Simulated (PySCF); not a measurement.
C2H8BN, SMILES BN(C)C at its PBE0/def2-SVP optimised geometry (Å):

```
12

B      0.6785    -1.0317     0.0000
H      0.0400    -2.0596     0.0000
H      1.8886    -1.0317     0.0000
N      0.0022     0.1847     0.0000
C      0.6747     1.4638    -0.0006
C     -1.4392     0.2884    -0.0001
H      0.4013     2.0575    -0.8915
H      0.3988     2.0596     0.8880
H      1.7618     1.3175     0.0011
H     -1.7997     0.8345     0.8903
H     -1.7993     0.8366    -0.8893
H     -1.8886    -0.7122    -0.0014
```

Level of theory: PBE0/def2-TZVP in PySCF. Cells within 0.4 Å of a nucleus heavier than hydrogen are left out (blank, or x).

Map of the deformation density (molecule minus spherical neutral atoms) (e/bohr³) on the plane z = 0.0 Å:

```
|1111111111111111111111111111111|
|1111111111111111111111111111111|
|1111111111111111111111111111111|
|1111111111111111111111111111111|
|1111111111111111111111111111111|
|1111111111111111111111111111111|
|1111111111111111100011111111111|
|1111111111111111110001111111111|
|1111111111111001210011111111111|
|11111111111000002x1232001111111|
|1111111111000000xxx785101111111|
|11111111111000012xx686000111111|
|1111110012100003641231001111111|
|1111110002xx2313530000001111111|
|111111000xxx56xxx00000011111111|
|1111110015xx34xxx20001111111111|
|1111111148721105951111111111111|
|1111110149510003652233111111111|
|11111100132100014xx677311111111|
|11111110000000124xx566211111111|
|1111111000001124652232111111111|
|1111111111111137742111111111111|
|1111111111111127531111111111111|
|1111111111111111211111111111111|
|1111111111111111111111111111111|
|1111111111111111111111111111111|
|1111111111111111111111111111111|
|1111111111111111111111111111111|
|1111111111111111111111111111111|
|1111111111111111111111111111111|
|1111111111111111111111111111111|
```
Scale: ten equal steps from -0.018 (start of '0') to 0.114 (end of '9'), in the order '0123456789'; x runs from -4.50 to 4.50, y from -4.50 (bottom) to 4.50 (top).
